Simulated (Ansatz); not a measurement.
Ansatz (a program for electronic structure) input (MP2/LANL2DZ): The .json file is the Basis Set Exchange's LANL2DZ.

Ansatz 0.2 input:
```yaml
crystal:
  periodic: [false, false, false]
  atoms:
    - {symbol: I, position_ang: [-0.00000000, -0.00000000, -1.66521100]}
    - {symbol: I, position_ang: [0.00000000, 0.00000000, 1.66521100]}
basis:
  gaussian:
    orbitals: LANL2DZ.json
total_charge: -1
magnetization: {spin_polarized: true, initial_magnetization: 1}
correlation: {method: mp2, electrons: outside_noble_gas}
relax: {f_tol: 0.003, max_steps: 120}
```

Output:

```
Functional definition: HF
these checks for a lower state are left out or cut short: cluster_reference
integrals: 0.00 GiB planned
266 factors; integrals over basis functions are off by at most 2.3e-5 eV
mean field: 0.04 GiB planned
mean field evaluation 1: about -609.9871 eV, gradient 2.6e0 eV
mean field evaluation 2: about -609.9891 eV, gradient 2.6e0 eV
mean field evaluation 4: about -610.0591 eV, gradient 1.1e-1 eV
mean field evaluation 8: about -610.0593 eV, gradient 1.1e-5 eV
mean field evaluation 16: about -610.0573 eV, gradient 3.8e-1 eV
mean field -610.05927477 eV, -22.4192648347 hartree, gradient 2.3e-6 eV, S^2 0.754535; 2 other end points of the search recorded, 0 dependent functions left out
reference -610.05927477 eV, -22.4192648347 hartree; 8, 7 occupied and 8, 9 virtual orbitals, 266 factors
densities: 0.04 GiB planned
second order -0.75862531 eV of doubles, -0.00000000 eV of singles
the calculation of the forces begins
relax step   1: F+E_penalty+E_count = -610.81790008 eV  Δ(F+E_penalty+E_count) = +0.000e0 eV  max|allowed force component| = 2.194e-1 eV/Å  Δτ_max = 0.0000 Å  (44 SCF iters, accepted)
these checks for a lower state are left out or cut short: starts, cluster_reference, orbital_swaps, neighbouring_geometries, increment
integrals: 0.00 GiB planned
266 factors; integrals over basis functions are off by at most 2.2e-5 eV
mean field: 0.04 GiB planned
mean field -610.06341472 eV, -22.4194169751 hartree, gradient 5.0e-7 eV, S^2 0.754699; 0 other end points of the search recorded, 0 dependent functions left out
reference -610.06341472 eV, -22.4194169751 hartree; 8, 7 occupied and 8, 9 virtual orbitals, 266 factors
densities: 0.04 GiB planned
second order -0.75991914 eV of doubles, -0.00000000 eV of singles
the calculation of the forces begins
relax step   2: F+E_penalty+E_count = -610.82333386 eV  Δ(F+E_penalty+E_count) = -5.434e-3 eV  max|allowed force component| = 1.209e-1 eV/Å  Δτ_max = 0.0160 Å  (26 SCF iters, accepted)
these checks for a lower state are left out or cut short: starts, cluster_reference, orbital_swaps, neighbouring_geometries, increment
integrals: 0.00 GiB planned
266 factors; integrals over basis functions are off by at most 2.2e-5 eV
mean field: 0.04 GiB planned
mean field evaluation 32: about -610.0645 eV, gradient 1.6e-2 eV
mean field -610.06448323 eV, -22.4194562423 hartree, gradient 4.8e-7 eV, S^2 0.754899; 0 other end points of the search recorded, 0 dependent functions left out
reference -610.06448323 eV, -22.4194562423 hartree; 8, 7 occupied and 8, 9 virtual orbitals, 266 factors
densities: 0.04 GiB planned
second order -0.76145711 eV of doubles, -0.00000000 eV of singles
the calculation of the forces begins
relax step   3: F+E_penalty+E_count = -610.82594035 eV  Δ(F+E_penalty+E_count) = -2.606e-3 eV  max|allowed force component| = 1.382e-2 eV/Å  Δτ_max = 0.0197 Å  (26 SCF iters, accepted)
these checks for a lower state are left out or cut short: starts, cluster_reference, orbital_swaps, neighbouring_geometries, increment
integrals: 0.00 GiB planned
266 factors; integrals over basis functions are off by at most 2.2e-5 eV
mean field: 0.04 GiB planned
mean field -610.06430832 eV, -22.4194498144 hartree, gradient 5.0e-7 eV, S^2 0.754927; 0 other end points of the search recorded, 0 dependent functions left out
reference -610.06430832 eV, -22.4194498144 hartree; 8, 7 occupied and 8, 9 virtual orbitals, 266 factors
densities: 0.04 GiB planned
second order -0.76166994 eV of doubles, -0.00000000 eV of singles
the calculation of the forces begins
relax step   4: F+E_penalty+E_count = -610.82597826 eV  Δ(F+E_penalty+E_count) = -3.791e-5 eV  max|allowed force component| = 1.502e-4 eV/Å  Δτ_max = 0.0028 Å  (21 SCF iters, accepted)
these checks for a lower state are left out or cut short: cluster_reference
integrals: 0.00 GiB planned
266 factors; integrals over basis functions are off by at most 2.2e-5 eV
mean field: 0.04 GiB planned
mean field evaluation 64: about -609.9435 eV, gradient 1.3e0 eV
mean field -610.06430832 eV, -22.4194498144 hartree, gradient 5.0e-7 eV, S^2 0.754927; 3 other end points of the search recorded, 0 dependent functions left out
reference -610.06430832 eV, -22.4194498144 hartree; 8, 7 occupied and 8, 9 virtual orbitals, 266 factors
densities: 0.04 GiB planned
second order -0.76166994 eV of doubles, -0.00000000 eV of singles
the calculation of the forces begins
Total energy: -610.82597826 eV, -22.4474406682 hartree
Atom 0 at     0.000000    -0.000000    -1.703743 Å, force     0.000000    -0.000000     0.000150 eV/Å
Atom 1 at    -0.000000     0.000000     1.703743 Å, force    -0.000000     0.000000    -0.000150 eV/Å
Dipole moment:     0.000000    -0.000000    -0.000000 e Å
Checks for a lower state left out: cluster_reference
```

The dipole moment of an ion depends on the origin.

The geometry given is a B3LYP-D3(BJ)/def2-TZVP minimum.
